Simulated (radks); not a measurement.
Ga, 31 electrons, occupied as [Ar] 3d10 4s2 4p1. Calculated with a radial shooting solver on a logarithmic mesh with Libxc functionals: Dirac Kohn-Sham, Slater X-alpha with alpha = 0.708, spin-unpolarised, spherical densities, finite nucleus; open shells are shared between the two j in proportion to 2j + 1; Fermi nuclear charge, rms radius 3.9973 fm. Some entries of the table are withheld. Estimate them.

| orbital | occ. | eigenvalue (hartree) | r(max) (bohr) |
|---|---|---|---|
| 1s1/2 | 2 | -375.6063 | 0.03182 |
| 2s1/2 | 2 | -46.37005 | 0.1827 |
| 2p1/2 | 2 | -41.11711 | 0.1443 |
| 2p3/2 | 4 | -40.09938 | 0.1472 |
| 3s1/2 | 2 | -5.41026 | 0.5645 |
| 3p1/2 | 2 | -3.70690 | 0.5604 |
| 3p3/2 | 4 | -3.57256 | 0.5688 |
| 3d3/2 | 4 | -0.70693 | (1) |
| 3d5/2 | 6 | -0.68974 | (2) |
| 4s1/2 | 2 | -0.31097 | 1.881 |
| 4p1/2 | 0.333333 | -0.07968 | (3) |
| 4p3/2 | 0.666667 | -0.07541 | (4) |

Answer. 
(1) 3d3/2 r(max) (bohr): 0.5282
(2) 3d5/2 r(max) (bohr): 0.5312
(3) 4p1/2 r(max) (bohr): 2.501
(4) 4p3/2 r(max) (bohr): 2.554
